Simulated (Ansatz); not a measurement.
The cluster Hg2O, relaxed as a singlet with RKS PBE-D4/def2-TZVP in Ansatz, starting from the GFN1-xTB geometry. Force threshold 0.02 eV/Å.

In the def2 sets Hg takes a core potential; there is no spin–orbit coupling. The structure comes from a short search, and lower isomers may exist.

Start:

```xyz
3

Hg   -0.7906    0.4188   -1.0647
Hg    0.9104   -1.0246    0.2313
O    -0.1198    0.6058    0.8334
```

```json
{"step": "1", "energy (eV)": "-10398.1892", "largest force component (eV/Å)": "2.781", "SCF passes": "26"}
{"step": "2", "energy (eV)": "-10398.8531", "largest force component (eV/Å)": "0.442", "SCF passes": "29"}
{"step": "3", "energy (eV)": "-10399.0612", "largest force component (eV/Å)": "0.824", "SCF passes": "29"}
{"step": "4", "energy (eV)": "-10399.2975", "largest force component (eV/Å)": "0.851", "SCF passes": "29"}
{"step": "5", "energy (eV)": "-10399.5109", "largest force component (eV/Å)": "0.614", "SCF passes": "28"}
{"step": "6", "energy (eV)": "-10399.6398", "largest force component (eV/Å)": "0.395", "SCF passes": "28"}
{"step": "7", "energy (eV)": "-10399.7187", "largest force component (eV/Å)": "0.107", "SCF passes": "28"}
{"step": "8", "energy (eV)": "-10399.7289", "largest force component (eV/Å)": "0.003", "SCF passes": "21"}
```

Force components are those of the run's own axes.

End:

```xyz
3

Hg   -1.352    1.147   -1.029
Hg    1.352   -1.147    1.030
O     0.000   -0.001   -0.001
```

By distances, no bond broke or formed, bridged metal pairs apart. The bond that changes most is Hg2–O3, from 2.02 to 2.05 Å (atoms count from 1). Metal–metal contacts that move far: Hg1–Hg2 2.58 to 4.10 Å.

No frequencies were taken in this run, so the end may be a saddle point.

It took 5.5 s on 4 threads of Arm Neoverse V2 on a shared host.
